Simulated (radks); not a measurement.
Trend from K+ to Kr+: ionisation energy by Delta-SCF between NIST ground configurations, and size. All-electron calculation, Dirac Kohn-Sham, LDA (Slater exchange, Perdew-Wang correlation), spin-unpolarised, spherical densities, finite nucleus; open shells are shared between the two j in proportion to 2j + 1; Fermi nuclear charge, rms radius of each element as measured or else 0.836 A^(1/3) + 0.57 fm. Program: a radial shooting solver on a logarithmic mesh with Libxc functionals.

K+: configuration [Ar]; IE (eV) 32.009; NIST (eV) 31.625; kind exp.; -e(HOMO) (eV) 24.879 (3p3/2); outermost 3p3/2; <r> outermost (bohr) 1.43; r at 0.001 e/bohr^3 (bohr) 3.31
Ca+: configuration [Ar] 4s1; IE (eV) 11.946; NIST (eV) 11.872; kind exp.; -e(HOMO) (eV) 9.169 (4s1/2); outermost 4s1/2; <r> outermost (bohr) 3.56; r at 0.001 e/bohr^3 (bohr) 4.29
Sc+: configuration [Ar] 3d1 4s1; IE (eV) 12.955; NIST (eV) 12.800; kind exp.; -e(HOMO) (eV) 9.953 (4s1/2); outermost 4s1/2; <r> outermost (bohr) 3.33; r at 0.001 e/bohr^3 (bohr) 4.26
Ti+: configuration [Ar] 3d2 4s1; IE (eV) 13.793; NIST (eV) 13.576; kind exp.; -e(HOMO) (eV) 10.593 (4s1/2); outermost 4s1/2; <r> outermost (bohr) 3.16; r at 0.001 e/bohr^3 (bohr) 4.18
V+: configuration [Ar] 3d4; IE (eV) 15.108; NIST (eV) 14.63; kind exp.; -e(HOMO) (eV) 9.235 (3d5/2); outermost 3d5/2; <r> outermost (bohr) 1.55; r at 0.001 e/bohr^3 (bohr) 3.68
Cr+: configuration [Ar] 3d5; IE (eV) 16.343; NIST (eV) 16.486; kind exp.; -e(HOMO) (eV) 10.128 (3d5/2); outermost 3d5/2; <r> outermost (bohr) 1.42; r at 0.001 e/bohr^3 (bohr) 3.62
Mn+: configuration [Ar] 3d5 4s1; IE (eV) 15.870; NIST (eV) 15.640; kind exp.; -e(HOMO) (eV) 12.162 (4s1/2); outermost 4s1/2; <r> outermost (bohr) 2.78; r at 0.001 e/bohr^3 (bohr) 3.94
Fe+: configuration [Ar] 3d6 4s1; IE (eV) 16.485; NIST (eV) 16.199; kind exp.; -e(HOMO) (eV) 12.626 (4s1/2); outermost 4s1/2; <r> outermost (bohr) 2.69; r at 0.001 e/bohr^3 (bohr) 3.87
Co+: configuration [Ar] 3d8; IE (eV) 19.677; NIST (eV) 17.084; kind exp.; -e(HOMO) (eV) 12.496 (3d5/2); outermost 3d5/2; <r> outermost (bohr) 1.14; r at 0.001 e/bohr^3 (bohr) 3.43
Ni+: configuration [Ar] 3d9; IE (eV) 20.700; NIST (eV) 18.169; kind exp.; -e(HOMO) (eV) 13.211 (3d5/2); outermost 3d5/2; <r> outermost (bohr) 1.08; r at 0.001 e/bohr^3 (bohr) 3.37
Cu+: configuration [Ar] 3d10; IE (eV) 21.690; NIST (eV) 20.292; kind exp.; -e(HOMO) (eV) 13.898 (3d5/2); outermost 3d5/2; <r> outermost (bohr) 1.02; r at 0.001 e/bohr^3 (bohr) 3.31
Zn+: configuration [Ar] 3d10 4s1; IE (eV) 18.763; NIST (eV) 17.964; kind exp.; -e(HOMO) (eV) 14.340 (4s1/2); outermost 4s1/2; <r> outermost (bohr) 2.38; r at 0.001 e/bohr^3 (bohr) 3.62
Ga+: configuration [Ar] 3d10 4s2; IE (eV) 21.498; NIST (eV) 20.515; kind exp.; -e(HOMO) (eV) 16.652 (4s1/2); outermost 4s1/2; <r> outermost (bohr) 2.20; r at 0.001 e/bohr^3 (bohr) 3.73
Ge+: configuration [Ar] 3d10 4s2 4p1; IE (eV) 15.713; NIST (eV) 15.935; kind exp.; -e(HOMO) (eV) 11.385 (4p3/2); outermost 4p3/2; <r> outermost (bohr) 2.55; r at 0.001 e/bohr^3 (bohr) 3.93
As+: configuration [Ar] 3d10 4s2 4p2; IE (eV) 18.161; NIST (eV) 18.589; kind exp.; -e(HOMO) (eV) 13.426 (4p3/2); outermost 4p3/2; <r> outermost (bohr) 2.31; r at 0.001 e/bohr^3 (bohr) 3.95
Se+: configuration [Ar] 3d10 4s2 4p3; IE (eV) 20.560; NIST (eV) 21.20; kind exp.; -e(HOMO) (eV) 15.434 (4p3/2); outermost 4p3/2; <r> outermost (bohr) 2.13; r at 0.001 e/bohr^3 (bohr) 3.90
Br+: configuration [Ar] 3d10 4s2 4p4; IE (eV) 22.948; NIST (eV) 21.591; kind exp.; -e(HOMO) (eV) 17.440 (4p3/2); outermost 4p3/2; <r> outermost (bohr) 1.97; r at 0.001 e/bohr^3 (bohr) 3.82
Kr+: configuration [Ar] 3d10 4s2 4p5; IE (eV) 25.345; NIST (eV) 24.360; kind exp.; -e(HOMO) (eV) 19.458 (4p3/2); outermost 4p3/2; <r> outermost (bohr) 1.84; r at 0.001 e/bohr^3 (bohr) 3.73

Reference values: NIST Atomic Spectra Database (exp. = measured, semi-emp. = semi-empirical, theory = theoretical value adopted there). Spin polarisation and multiplet splitting are left out, so open shells lie too high by an amount that depends on their filling. Sharing an open shell by 2j + 1 raises it above the true ground level by a part of the spin-orbit splitting, which enters the differences from NIST.

Beside tabulated values, note that spin-unpolarised runs miss the spin-polarisation part of the exchange energy of open shells.
